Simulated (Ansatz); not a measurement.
Relaxation of AlClF3H3OZr (10 atoms, charge 0, multiplicity 1), to a largest force component of 0.03 eV/Å in at most 50 steps.

Method: RKS PBE0/def2-SVP in Ansatz 0.2.0.

```xyz
10
Properties=species:S:1:pos:R:3:forces:R:3
Zr 0.080 -0.516 -0.346 0.32 -1.42 1.83
F 0.911 0.298 2.597 -0.09 0.06 -0.40
F 1.732 0.225 -0.904 -0.01 0.00 0.00
F -1.273 0.768 -0.021 -0.01 0.00 0.01
Cl -0.707 -2.157 -1.922 0.00 -0.01 -0.01
O 0.240 -1.967 1.020 -0.16 1.66 -1.30
Al -0.227 -3.570 0.432 0.01 -0.02 0.02
H 0.949 -4.504 -0.065 -0.01 0.01 0.00
H -1.695 -4.038 0.792 0.00 0.01 -0.02
H 0.745 -0.610 2.678 -0.04 -0.29 -0.14
```

Task: Where does it end, and by what steps?

Result: The forces met the threshold. After 20 steps the energy has fallen by 1.873 eV; H10 moved furthest, 1.42 Å. Parted: F2–H10 (0.93 → 2.59 Å). Joined: Zr1–F2 (3.16 → 1.90 Å), O6–H10 (2.20 → 0.97 Å).

```tsv
step	energy less start (eV)	largest force component (eV/Å)	accepted
0	0.0000	1.828	yes
1	-0.2399	0.354	yes
2	-0.4073	0.760	yes
3	-0.4572	1.044	yes
4	-0.5303	0.280	yes
5	-0.5438	0.270	yes
6	-0.5637	0.281	yes
7	-0.5773	0.142	yes
8	-0.5882	0.389	yes
9	-0.6530	1.557	yes
10	-0.8704	1.685	yes
11	-1.0738	3.579	yes
12	-1.2506	3.043	yes
13	-1.5061	2.644	yes
14	-1.7456	0.996	yes
15	-1.7865	1.228	yes
16	-1.7809	1.289	no
17	-1.8663	0.237	yes
18	-1.8677	0.262	yes
19	-1.8726	0.033	yes
20	-1.8730	0.013	yes
```

```xyz
10
Properties=species:S:1:pos:R:3
Zr 0.258 -0.118 0.179
F 0.863 0.604 1.831
F 1.672 0.389 -0.972
F -1.330 0.870 -0.102
Cl -0.493 -2.055 -1.447
O 0.245 -1.944 1.274
Al -0.263 -3.488 0.348
H 0.989 -4.428 0.122
H -1.693 -3.972 0.824
H 0.505 -1.929 2.205
```

Whether the end is a true minimum wasn't checked by a vibrational analysis.

Run time: 62 s on 4 threads of Arm Neoverse V2, on a shared host, peak memory 0.41 GiB.
